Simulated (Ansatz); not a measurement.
Relaxation of BrCl₃FH₃OW (10 atoms, charge 0, multiplicity 1), to a largest force component of 0.03 eV/Å in at most 50 steps.

These are results of Ansatz 0.2.0, RKS PBE/def2-SVP, not measurements.

```xyz
10
Properties=species:S:1:pos:R:3:forces:R:3
W 0.402 0.264 -0.349 0.27 0.32 0.74
O -0.372 0.104 2.675 0.43 0.50 -0.29
H -1.148 0.690 2.545 0.08 -0.06 0.00
Cl 2.205 -0.943 -1.248 0.04 -0.02 -0.01
Cl -0.890 2.151 0.148 -0.02 0.01 -0.01
F -1.134 -0.776 -0.160 0.02 0.00 -0.01
H 0.866 -0.962 0.710 0.02 -0.04 0.01
Cl -0.070 0.538 -2.604 -0.01 0.00 -0.01
Br 2.213 1.476 0.975 -0.42 -0.29 -0.32
H 0.352 0.756 2.867 -0.41 -0.42 -0.10
```

Where does it end, and by what steps?

The forces met the threshold. After 19 steps the energy has fallen by 0.583 eV; Cl8 moved furthest, 1.14 Å. Joined: W1–O2 (3.13 → 2.32 Å).

```
step  energy less start (eV)  largest force component (eV/Å)  accepted
   0                  0.0000                           0.738       yes
   1                 -0.0974                           1.235       yes
   2                 -0.2403                           1.185       yes
   3                 -0.3572                           0.345       yes
   4                 -0.3854                           0.482       yes
   5                 -0.4029                           0.769       yes
   6                 -0.4188                           0.374       yes
   7                 -0.4309                           0.221       yes
   8                 -0.4528                           0.353       yes
   9                 -0.4813                           0.503       yes
  10                 -0.4979                           0.564       yes
  11                 -0.5226                           0.493       yes
  12                 -0.5414                           0.532       yes
  13                 -0.5668                           0.418       yes
  14                 -0.5762                           0.184       yes
  15                 -0.5768                           0.133       yes
  16                 -0.5818                           0.075       yes
  17                 -0.5825                           0.033       yes
  18                 -0.5826                           0.040       yes
  19                 -0.5829                           0.014       yes
```

```xyz
10
Properties=species:S:1:pos:R:3
W 0.297 0.187 -0.096
O -0.248 0.183 2.157
H -0.968 0.870 2.147
Cl 1.375 -1.590 -1.219
Cl -1.439 1.836 0.224
F -1.112 -1.038 0.060
H 1.294 -0.724 0.901
Cl 0.664 1.253 -2.115
Br 2.059 1.715 0.867
H 0.502 0.607 2.632
```

Whether the end is a true minimum wasn't checked by a vibrational analysis.

Run time: 74 s on 4 threads of Arm Neoverse V1, with other jobs on the host, peak memory 0.29 GiB.
